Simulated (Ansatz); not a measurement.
Mulliken charges of CH$_{6}$OSSi, SMILES `OCS[SiH3]` from PBE/def2-TZVPP in Ansatz (PBE0-D4/def2-TZVP geometry).

| atom | x (Å) | y (Å) | z (Å) | charge (e) |
| --- | --- | --- | --- | --- |
| O1 | -0.108 | 1.865 | -0.936 | -0.277 |
| C2 | 0.561 | 0.663 | -1.128 | -0.012 |
| S3 | -0.505 | -0.831 | -1.039 | -0.197 |
| Si4 | -0.437 | -1.152 | 1.061 | 0.207 |
| H5 | -0.484 | 1.878 | -0.051 | 0.193 |
| H6 | 0.952 | 0.675 | -2.144 | 0.119 |
| H7 | 1.398 | 0.529 | -0.433 | 0.107 |
| H8 | -1.372 | -2.261 | 1.366 | -0.035 |
| H9 | -0.860 | 0.075 | 1.795 | -0.061 |
| H10 | 0.939 | -1.493 | 1.513 | -0.044 |

By hand: the dipole of these point charges (1 e Å = 4.8032 D).

Σ q r = (0.261, 0.040, 0.162) e Å, of length 0.310 e Å = 1.49 D.

How does the dipole of the full density compare? (Estimate.)

The calculation gave: (0.159, 0.010, 0.278) e Å, 1.54 D; the point charges give 0.97 times that, at 29° from its direction.

Point charges leave out the atoms' own dipoles, such as those of lone pairs, and Mulliken's split depends on the basis, so the two needn't agree.
